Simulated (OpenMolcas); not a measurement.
# Lines of V²⁺: computed and rescaled rates

| Property | Result |
| --- | --- |
| Program | OpenMolcas |
| Method | MS-CASPT2, IPEA 0.25 Eh, imaginary shift 0.1 Eh (closed shells correlated: 3s 3p) |
| Basis | ANO-RCC-VQZP [7s6p4d3f2g1h] |
| Scalar Hamiltonian | DKH2, point nucleus |
| Active space | 3 electrons in 10 orbitals (3d 4d) |
| State averaging | 2S+1 = 4 even, 10 roots; 2S+1 = 2 even, 40 roots |
| Spin-orbit coupling | state interaction with AMFI integrals over the reference wave functions, term energies averaged over their components |

Rates come from the transition moments of the reference wave functions (E1 and E2 in the length form). At fixed line strength A goes as λ^-3 for E1 and M1 and as λ^-5 for E2, so a rate at the computed wavelength can be rescaled to the measured one. Measured vacuum wavelengths follow from level energies in Sugar and Corliss, J. Phys. Chem. Ref. Data 7, 1191 (1978). Branching counts decays inside the model space alone, at computed energies, and the table is only a selection of the E2 and M1 lines, drawn from those between levels with measured partners whose computed energy lies within a factor of 1.5 of the measured one.

| Upper | Lower | Type | λ computed (nm) | λ measured (nm) | A computed (s-1) | A rescaled (s-1) | Branching % |
| --- | --- | --- | --- | --- | --- | --- | --- |
| 3d3 4F 5/2 | 3d3 4F 3/2 | M1 | 63800 | 68730 | 1.67e-04 | 1.34e-04 | 100.0 |
| 3d3 4F 7/2 | 3d3 4F 5/2 | M1 | 46500 | 51020 | 4.33e-04 | 3.28e-04 | 100.0 |
| 3d3 4F 9/2 | 3d3 4F 7/2 | M1 | 37130 | 41270 | 5.29e-04 | 3.85e-04 | 100.0 |
| 3d3 2P 1/2 | 3d3 4P 1/2 | M1 | 2906 | 2459 | 1.39e-02 |  | 95.2 |
| 3d3 2H 9/2 | 3d3 2G 9/2 | M1 | 2073 | 2163 | 1.15e-02 |  | 65.4 |
| 3d3 2H 11/2 | 3d3 2G 9/2 | M1 | 1993 | 2087 | 5.83e-03 |  | 96.5 |
| 3d3 2H 9/2 | 3d3 2G 7/2 | M1 | 1975 | 2064 | 5.86e-03 |  | 33.4 |
| 3d3 2G 9/2 | 3d3 4F 9/2 | M1 | 876.3 | 861.8 | 2.99e-02 |  | 71.7 |
| 3d3 2G 7/2 | 3d3 4F 7/2 | M1 | 874.1 | 860.2 | 1.19e-02 |  | 51.3 |
| 3d3 4P 5/2 | 3d3 4F 9/2 | E2 | 869.7 | 894 | 3.40e-02 | 2.96e-02 | 68.3 |
| 3d3 4P 3/2 | 3d3 4F 7/2 | E2 | 863.8 | 888.9 | 2.51e-02 | 2.18e-02 | 48.6 |
| 3d3 2G 7/2 | 3d3 4F 5/2 | M1 | 858 | 846 | 1.06e-02 |  | 45.4 |
| 3d3 2G 9/2 | 3d3 4F 7/2 | M1 | 856.1 | 844.2 | 1.16e-02 |  | 27.9 |
| 3d3 4P 1/2 | 3d3 4F 5/2 | E2 | 853.3 | 879.6 | 2.08e-02 | 1.79e-02 | 38.3 |
| 3d3 4P 5/2 | 3d3 4F 7/2 | E2 | 849.8 | 875 | 1.22e-02 | 1.05e-02 | 24.6 |
| 3d3 4P 3/2 | 3d3 4F 5/2 | E2 | 848.1 | 873.6 | 1.96e-02 | 1.69e-02 | 38.0 |
| 3d3 4P 1/2 | 3d3 4F 3/2 | E2 | 842 | 868.5 | 3.35e-02 | 2.87e-02 | 61.7 |
| 3d3 2P 3/2 | 3d3 4F 5/2 | M1 | 657.2 | 649.1 | 8.55e-03 |  | 24.7 |
| 3d3 2F 7/2 | 3d3 2G 9/2 | E2 | 626.1 | 643.5 | 7.80e-02 | 6.80e-02 | 41.1 |
| 3d3 2D 5/2(1) | 3d3 4F 7/2 | M1 | 617 | 623.7 | 5.56e-02 |  | 78.4 |
| 3d3 2D 3/2(1) | 3d3 4F 5/2 | M1 | 614.6 | 617.9 | 5.51e-02 |  | 57.9 |
| 3d3 2F 5/2 | 3d3 2G 7/2 | E2 | 613.2 | 629.7 | 8.47e-02 | 7.42e-02 | 46.4 |
| 3d3 2D 3/2(1) | 3d3 4F 3/2 | M1 | 608.7 | 612.4 | 3.11e-02 |  | 32.6 |
| 3d3 2D 5/2(2) | 3d3 2G 9/2 | E2 | 317.1 | 332.4 | 5.74e+00 | 4.54e+00 | 66.7 |
| 3d3 2D 3/2(2) | 3d3 2G 7/2 | E2 | 313.6 | 328.9 | 6.44e+00 | 5.08e+00 | 72.5 |

Spin-changing lines and M1 lines between different terms are not rescaled, since their strength hangs on the term gaps too.

The largest correction is for 3d3 4F 9/2 → 3d3 4F 7/2 (M1): 5.29e-04 × (37130 / 41270)^3 = 3.85e-04 s-1, a factor of 0.73.

The computed rate and branching of 3d3 4F 5/2 → 3d3 4F 3/2 give the upper level a radiative lifetime of 1.000 / 1.67e-04 s-1 = 5.99e+03 s, counting decays inside the model space alone. The rescaled rate gives about 7.5e+03 s.

The computed order of these levels differs from the measured one in 3 places, and where term gaps are wrong the rates of spin-changing lines can be off by large factors.

These are rates of the free ion; in crystals, glasses and complexes forced electric-dipole and non-radiative decay shorten such lifetimes by orders of magnitude. No measured rate stands beside these. Rescaling mends the energy factor alone: line strengths can still be far off where a level mixes with configurations outside the active space, and weak or spin-changing lines hang on small mixing coefficients that depend on the term gaps too, so rescaling need not improve them.

CASPT2 does not keep the components of a term degenerate, so their means are used; among the terms shown or strongly mixed into the levels shown the widest spread is 1000 cm-1 (3d3 4F). Some levels mix across a computed gap that differs much from the measured one, so their mixing is not that of the real levels. Active for correlation alone: 4d; no level in the range computed is led by a configuration that fills it, so any true level of that kind is missing. The CASPT2 spread within a term exceeds the gap to the next term for 3d3 2G and 3d3 4P, so the order of their levels is uncertain. Measured partners are found by configuration, term and J. A level has none where our copy of the source lacks it or the pairing is in doubt (some pairs that miss far off the trend of their configuration count as doubtful). Levels of configurations outside the active space are missing.

A number in round brackets counts repeated terms of one configuration in the order of the reference energies.
